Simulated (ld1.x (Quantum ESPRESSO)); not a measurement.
arsenic: variants of one RRKJ potential

Base potential:

```json
{
  "Element": "arsenic (As)",
  "Generator": "ld1.x (Quantum ESPRESSO) 7.5",
  "Type": "norm-conserving RRKJ (Kleinman–Bylander form)",
  "Functional": "LDA (PZ)",
  "Relativity": "fully relativistic",
  "Frozen core": "[Ne]",
  "Valence charge": "23",
  "Reference configuration": "3s2 3p6 3d10 4s2 4p2.5 (charge +0.5)",
  "Partial waves": "3s (bound): rc 0.90 bohr; 3p (bound): rc 0.60 bohr; 3d (bound): rc 0.70 bohr",
  "Local potential": "all-electron potential smoothed inside 0.55 bohr (lloc = -2)",
  "Core correction": "none"
}
```

Open shells are filled in proportion to 2j + 1 (rel_dist='average').

Occupied shells without a wave of their own: 4p, 4s. They enter only through the test configuration that unscreens the potential.

Cutoffs, loose and tight: the cutoffs (Ry, on a coarse ladder) from which the occupation-weighted sum of valence levels, in a spherical-Bessel basis at the reference potential, stays within 10 and 1 mRy of its value at 400 Ry. They do not see the model core or the augmentation charge, which bear on the density cutoff. Test errors are all-electron minus pseudo excitation energies from the reference, over the configurations 3s2 3p6 3d10 4s2 4p3; 3s2 3p6 3d10 4s2 4p2; 3s2 3p6 3d10 4s2 4p1; 3s2 3p6 3d10 4s1 4p4; 3s2 3p6 3d9 4s2 4p4; 3s2 3p6 3d10 4s2 4p0; 3s2 3p6 3d10 4s1 4p0. A dash means not determined; rows that change the core or the reference have their own tests.

Cutoffs are not given where the Bessel-basis levels miss the radial ones by over 6 mRy, ghosts where they miss by over 20 mRy; a channel whose overlap is not positive is not tested.

On the changes marked as counting shells twice: ld1.x takes every shell without a wave as core, so the model core holds the marked electrons as well and exchange and correlation see them twice. This cancels in the reference configuration, but the file is broken for other ones, and its errors say nothing about a proper core correction.

| change | outcome | cutoff, loose | cutoff, tight | bound ghosts | largest test error (meV) |
| --- | --- | --- | --- | --- | --- |
| base | generated, misses its reference levels by 0.97 eV | – | – | not determined | -1652 |
| local potential all-electron potential smoothed inside 0.98 bohr (lloc = -2) | generated, misses its reference levels by 1.03 eV | – | – | not determined | -1356 |
| all radii scaled by about 1.29 (s 1.16, p 0.78, d 0.90 bohr); local potential all-electron potential smoothed inside 0.70 bohr (lloc = -2) | generated, misses its reference levels by 1.94 eV | – | – | not determined | -3043 |
| functional PBE | generated, misses its reference levels by 0.97 eV | – | – | not determined | -1645 |
| wave 3s (bound): rc 0.90 bohr becomes 3s (bound): rc 0.96 bohr | generated, misses its reference levels by 1.34 eV | – | – | not determined | -2203 |
| reference 3s2 3p6 3d10 4s2 4p3 | generated, misses its reference levels by 0.94 eV | – | – | not determined | -1075 |
| wave 3p (bound): rc 0.60 bohr becomes 3p (bound): rc 0.80 bohr | generated, misses its reference levels by 0.97 eV | – | – | not determined | -1733 |
| core correction a·sin(br)/r model core inside 0.68 bohr (4p, 4s counted twice) | generated, misses its reference levels by 0.97 eV | – | – | not determined | -3639 |
| scalar-relativistic | generated, misses its reference levels by 0.98 eV | over 300 Ry | over 300 Ry | none | -1668 |
| wave 3d (bound): rc 0.70 bohr becomes 3d (bound): rc 0.84 bohr | generated, misses its reference levels by 0.97 eV | – | – | not determined | -1655 |

Problem. What comes out with this change to the base: local potential all-electron potential smoothed inside 0.70 bohr (lloc = -1)?

Solution. outcome: generated, misses its reference levels by 0.86 eV; bound ghosts: not determined; largest test error (meV): -1381.
